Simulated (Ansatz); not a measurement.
Geometry optimisation of C₃H₆BCl₂N, SMILES `CC#[N+][B-](C)(Cl)Cl`.

```yaml
crystal:
  periodic: [false, false, false]
  atoms:
    - {symbol: C, position_ang: [0.198284, 0.069213, 2.772081]}
    - {symbol: C, position_ang: [0.208420, 0.161820, 1.327834]}
    - {symbol: N, position_ang: [0.235696, 0.258656, 0.169655]}
    - {symbol: B, position_ang: [0.300091, 0.419861, -1.399716]}
    - {symbol: C, position_ang: [-0.670571, -0.661226, -2.073565]}
    - {symbol: Cl, position_ang: [-0.236402, 2.183767, -1.667656]}
    - {symbol: Cl, position_ang: [2.104044, 0.151083, -1.779834]}
    - {symbol: H, position_ang: [-0.089981, 1.047876, 3.206254]}
    - {symbol: H, position_ang: [1.210271, -0.200923, 3.135701]}
    - {symbol: H, position_ang: [-0.523607, -0.701331, 3.108183]}
    - {symbol: H, position_ang: [-0.367469, -1.702578, -1.838393]}
    - {symbol: H, position_ang: [-1.729185, -0.521919, -1.771169]}
    - {symbol: H, position_ang: [-0.618991, -0.538800, -3.174575]}
basis:
  gaussian: {orbitals: def2-TZVP}
hamiltonian: {xc: pbe0, dispersion: d4}
relax: {f_tol: 0.005, max_steps: 150}
```

```sh
$ ansatz run in.yaml --threads 8 --pin off --events-out ev --progress --plain --max-ram 20889MiB
```

Shortened log:

```
Functional definition: PBE0
mean field -30410.61717838 eV, -1117.5695682487 hartree, gradient 6.3e-5 eV, S^2 0.000000; 0 other end points of the search recorded, 0 dependent functions left out
relax step   1: F+E_penalty+E_count = -30410.90827422 eV  Δ(F+E_penalty+E_count) = +0.000e0 eV  max|allowed force component| = 2.850e0 eV/Å  Δτ_max = 0.0000 Å  (31 SCF iters, accepted)
mean field -30410.68290090 eV, -1117.5719835069 hartree, gradient 1.4e-5 eV, S^2 0.000000; 0 other end points of the search recorded, 0 dependent functions left out
relax step   2: F+E_penalty+E_count = -30410.97583290 eV  Δ(F+E_penalty+E_count) = -6.756e-2 eV  max|allowed force component| = 3.084e-1 eV/Å  Δτ_max = 0.0285 Å  (34 SCF iters, accepted)
mean field -30410.68609028 eV, -1117.5721007143 hartree, gradient 1.4e-5 eV, S^2 0.000000; 0 other end points of the search recorded, 0 dependent functions left out
relax step   3: F+E_penalty+E_count = -30410.97949570 eV  Δ(F+E_penalty+E_count) = -3.663e-3 eV  max|allowed force component| = 4.827e-2 eV/Å  Δτ_max = 0.0113 Å  (33 SCF iters, accepted)
mean field -30410.68631936 eV, -1117.5721091330 hartree, gradient 1.4e-5 eV, S^2 0.000000; 0 other end points of the search recorded, 0 dependent functions left out
relax step   4: F+E_penalty+E_count = -30410.97972851 eV  Δ(F+E_penalty+E_count) = -2.328e-4 eV  max|allowed force component| = 4.633e-2 eV/Å  Δτ_max = 0.0044 Å  (35 SCF iters, accepted)
mean field -30410.68660880 eV, -1117.5721197698 hartree, gradient 1.4e-5 eV, S^2 0.000000; 0 other end points of the search recorded, 0 dependent functions left out
relax step   5: F+E_penalty+E_count = -30410.97989905 eV  Δ(F+E_penalty+E_count) = -1.705e-4 eV  max|allowed force component| = 8.553e-3 eV/Å  Δτ_max = 0.0075 Å  (34 SCF iters, accepted)
mean field -30410.68663866 eV, -1117.5721208668 hartree, gradient 1.4e-5 eV, S^2 0.000000; 0 other end points of the search recorded, 0 dependent functions left out
relax step   6: F+E_penalty+E_count = -30410.97992264 eV  Δ(F+E_penalty+E_count) = -2.359e-5 eV  max|allowed force component| = 5.300e-3 eV/Å  Δτ_max = 0.0051 Å  (34 SCF iters, accepted)
mean field -30410.68664128 eV, -1117.5721209634 hartree, gradient 1.4e-5 eV, S^2 0.000000; 0 other end points of the search recorded, 0 dependent functions left out
relax step   7: F+E_penalty+E_count = -30410.97993612 eV  Δ(F+E_penalty+E_count) = -1.348e-5 eV  max|allowed force component| = 2.133e-3 eV/Å  Δτ_max = 0.0030 Å  (35 SCF iters, accepted)
mean field -30410.68664128 eV, -1117.5721209634 hartree, gradient 1.4e-5 eV, S^2 0.000000; 1 other end points of the search recorded, 0 dependent functions left out
Total energy: -30410.97997214 eV, -1117.5829006735 hartree
Atom 0 at     0.193710     0.064939     2.753008 Å, force    -0.000364    -0.000424     0.000253 eV/Å
Atom 1 at     0.214736     0.169200     1.317314 Å, force     0.000057     0.000101    -0.000545 eV/Å
Atom 2 at     0.241946     0.263645     0.182140 Å, force    -0.000309    -0.000443     0.000522 eV/Å
Atom 3 at     0.301338     0.419330    -1.394323 Å, force     0.001880     0.002133     0.000091 eV/Å
Atom 4 at    -0.665619    -0.654927    -2.049547 Å, force    -0.000321    -0.000395     0.000771 eV/Å
Atom 5 at    -0.227348     2.167287    -1.674574 Å, force    -0.000347    -0.000141    -0.000556 eV/Å
Atom 6 at     2.086951     0.152158    -1.786307 Å, force    -0.000132    -0.000469    -0.000575 eV/Å
Atom 7 at    -0.103601     1.023620     3.181687 Å, force    -0.000177    -0.000128    -0.000203 eV/Å
Atom 8 at     1.190126    -0.198527     3.112117 Å, force    -0.000055     0.000149    -0.000174 eV/Å
Atom 9 at    -0.517119    -0.704793     3.057437 Å, force     0.000158    -0.000072     0.000145 eV/Å
Atom 10 at    -0.364688    -1.677901    -1.806575 Å, force    -0.000188    -0.000269    -0.000199 eV/Å
Atom 11 at    -1.705148    -0.510926    -1.741792 Å, force    -0.000266    -0.000112    -0.000191 eV/Å
Atom 12 at    -0.624685    -0.547605    -3.135787 Å, force     0.000063     0.000068     0.000660 eV/Å
Dipole moment:    -0.324804    -0.472315     1.785142 e Å
```

Hardware: 8 threads of an AMD EPYC on a shared host. Wall time 57 s, peak host memory 0.95 GiB.
